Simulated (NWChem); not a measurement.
System: ZrNHCl2; SMILES [Cl][Zr]([Cl])=[NH]

Here is an NWChem input.

```
start job
memory heap 200 mb stack 900 mb global 1100 mb
geometry units angstroms
  Zr     0.258526    -0.264525    -0.405269
  N     -0.984045    -1.637415    -0.633793
  H     -1.878076    -1.838680    -0.145845
  Cl     0.738552    -0.276183     1.821878
  Cl    -0.961426     1.655820    -0.524304
end
basis spherical
  * library def2-svp
end
ecp
  Zr library def2-ecp
end
dft
  xc pbe0
  iterations 150
end
driver
  maxiter 120
end
task dft optimize
dft
  grid fine
  convergence energy 1d-8 density 1d-7
end
task dft freq numerical
```

Output (shortened):

```
             Northwest Computational Chemistry Package (NWChem) 7.3.0
             --------------------------------------------------------

 C1  symmetry detected

                             Geometry "geometry" -> ""
                             -------------------------

 Output coordinates in angstroms (scale by  1.889725989 to convert to a.u.)

  No.       Tag          Charge          X              Y              Z
 ---- ---------------- ---------- -------------- -------------- --------------
    1 Zr                  40.0000    -0.43407761    -0.00009266     0.37058765
    2 N                    7.0000    -1.77015517     0.00170024    -0.93168975
    3 H                    1.0000    -1.71447557     0.00580335    -1.96840341
    4 Cl                  17.0000     0.92616689     1.74078965    -0.18601662
    5 Cl                  17.0000     0.92493113    -1.74161311    -0.18652893

 Effective nuclear repulsion energy (a.u.)     493.9121335593

                                Z-matrix (autoz)
                                --------

 Units are Angstrom for bonds and degrees for angles

      Type          Name      I     J     K     L     M      Value
      ----------- --------  ----- ----- ----- ----- ----- ----------
    1 Stretch                  1     2                       1.86575
    2 Stretch                  1     4                       2.27832
    3 Stretch                  1     5                       2.27820
    4 Stretch                  2     3                       1.03822
    5 Bend                     1     2     3               131.19162
    6 Bend                     2     1     4               104.84982
    7 Bend                     2     1     5               104.90540
    8 Bend                     4     1     5                99.68395
    9 Torsion                  3     2     1     4          52.00435
   10 Torsion                  3     2     1     5         -52.51226

                           NWChem Geometry Optimization
                           ----------------------------

 maximum gradient threshold         (gmax) =   0.000450
 rms gradient threshold             (grms) =   0.000300
 maximum cartesian step threshold   (xmax) =   0.001800
 rms cartesian step threshold       (xrms) =   0.001200
 fixed trust radius                (trust) =   0.300000
 source of zmatrix                         =   autoz

          -------------------
          Energy Minimization
          -------------------

 Using diagonal initial Hessian
 Scaling for Hessian diagonals: bonds = 1.00  angles = 0.25  torsions = 0.10

          --------
          Step   0

                                 NWChem DFT Module
                                 -----------------

 Summary of "ao basis" -> "ao basis" (spherical)
 ------------------------------------------------------------------------------
       Tag                 Description            Shells   Functions and Types
 ---------------- ------------------------------  ------  ---------------------
 Zr                         def2-svp                11       31   5s3p2d1f
 N                          def2-svp                 6       14   3s2p1d
 H                          def2-svp                 3        5   2s1p
 Cl                         def2-svp                 8       18   4s3p1d

            General Information
            -------------------
          SCF calculation type: DFT
          Wavefunction type:  closed shell.
          No. of atoms     :     5
          No. of electrons :    54
           Alpha electrons :    27
            Beta electrons :    27
          Charge           :     0
          Spin multiplicity:     1
          Use of symmetry is: off; symmetry adaption is: off
          Maximum number of iterations: 150
          AO basis - number of functions:    86
                     number of shells:    36
          Convergence on energy requested:  1.00D-06
          Convergence on density requested:  1.00D-05
          Convergence on gradient requested:  5.00D-04

              XC Information
              --------------
                         PBE0 Method XC Functional
                     Hartree-Fock (Exact) Exchange  0.250
          PerdewBurkeErnzerhof Exchange Functional  0.750
            Perdew 1991 LDA Correlation Functional  1.000 local
           PerdewBurkeErnz. Correlation Functional  1.000 non-local

[...]

      ----------------------
      Optimization converged
      ----------------------

  Step       Energy      Delta E   Gmax     Grms     Xrms     Xmax
  ---- ---------------- -------- -------- -------- -------- --------
@    8   -1022.25330976 -5.9D-07  0.00007  0.00003  0.00057  0.00110
                                     ok       ok       ok       ok

                                Z-matrix (autoz)
                                --------

 Units are Angstrom for bonds and degrees for angles

      Type          Name      I     J     K     L     M      Value     Gradient
      ----------- --------  ----- ----- ----- ----- ----- ---------- ----------
    1 Stretch                  1     2                       1.78880   -0.00001
    2 Stretch                  1     4                       2.38408   -0.00001
    3 Stretch                  1     5                       2.38409   -0.00001
    4 Stretch                  2     3                       1.01727   -0.00007
    5 Bend                     1     2     3               174.25593    0.00001
    6 Bend                     2     1     4               112.71024    0.00002
    7 Bend                     2     1     5               112.70658    0.00002
    8 Bend                     4     1     5               122.47279   -0.00003
    9 Torsion                  3     2     1     4          71.61748    0.00000
   10 Torsion                  3     2     1     5         -72.09442   -0.00000

                         Geometry "geometry" -> "geometry"
                         ---------------------------------

 Output coordinates in angstroms (scale by  1.889725989 to convert to a.u.)

  No.       Tag          Charge          X              Y              Z
 ---- ---------------- ---------- -------------- -------------- --------------
    1 Zr                  40.0000    -0.18522303     0.00070042    -0.00007422
    2 N                    7.0000    -1.54815520     0.00257589    -1.15862151
    3 H                    1.0000    -2.25340235     0.00404985    -1.89173550
    4 Cl                  17.0000     0.96144681     2.08954902     0.07548976
    5 Cl                  17.0000     0.95772343    -2.09028772     0.07289041

 Effective nuclear repulsion energy (a.u.)     472.7514023860

                Final and change from initial internal coordinates
                --------------------------------------------------

                                Z-matrix (autoz)
                                --------

 Units are Angstrom for bonds and degrees for angles

[...]

 Rotational Constants
 --------------------
 A=   0.135977 cm-1  (  0.195637 K)
 B=   0.053809 cm-1  (  0.077418 K)
 C=   0.039982 cm-1  (  0.057525 K)

 Temperature                      =   298.15K
 frequency scaling parameter      =   1.0000

 Zero-Point correction to Energy  =    9.899 kcal/mol  (  0.015774 au)
 Thermal correction to Energy     =   13.652 kcal/mol  (  0.021756 au)
 Thermal correction to Enthalpy   =   14.245 kcal/mol  (  0.022700 au)

 Total Entropy                    =   82.752 cal/mol-K
   - Translational                =   41.365 cal/mol-K (mol. weight = 174.8529)
   - Rotational                   =   28.090 cal/mol-K (symmetry #  =        1)
   - Vibrational                  =   13.297 cal/mol-K

 Cv (constant volume heat capacity) =   17.211 cal/mol-K
   - Translational                  =    2.979 cal/mol-K
   - Rotational                     =    2.979 cal/mol-K
   - Vibrational                    =   11.252 cal/mol-K

[normal modes left out]

 ----------------------------------------------------------------------------
 Normal Eigenvalue ||           Projected Infra Red Intensities
  Mode   [cm**-1]  || [atomic units] [(debye/angs)**2] [(KM/mol)] [arbitrary]
 ------ ---------- || -------------- ----------------- ---------- -----------
    1       -0.000 ||    0.001557           0.036         1.518       0.264
    2       -0.000 ||    0.000766           0.018         0.747       0.130
    3       -0.000 ||    0.000829           0.019         0.809       0.140
    4        0.000 ||    0.000460           0.011         0.448       0.078
    5        0.000 ||    0.000081           0.002         0.079       0.014
    6        0.000 ||    0.000387           0.009         0.378       0.066
    7       56.274 ||    0.023710           0.547        23.113       4.013
    8      109.455 ||    0.006491           0.150         6.328       1.099
    9      174.492 ||    0.000185           0.004         0.180       0.031
   10      365.385 ||    0.033768           0.779        32.918       5.716
   11      415.497 ||    0.102679           2.369       100.097      17.381
   12      519.897 ||    0.228934           5.282       223.176      38.752
   13      678.642 ||    0.192649           4.445       187.803      32.610
   14      970.931 ||    0.158660           3.660       154.670      26.857
   15     3636.929 ||    0.134998           3.115       131.603      22.851
 ----------------------------------------------------------------------------
```

Level: PBE0/def2-SVP with def2 effective core potentials on Zr. def2 effective core potentials on Zr; no spin-orbit coupling.
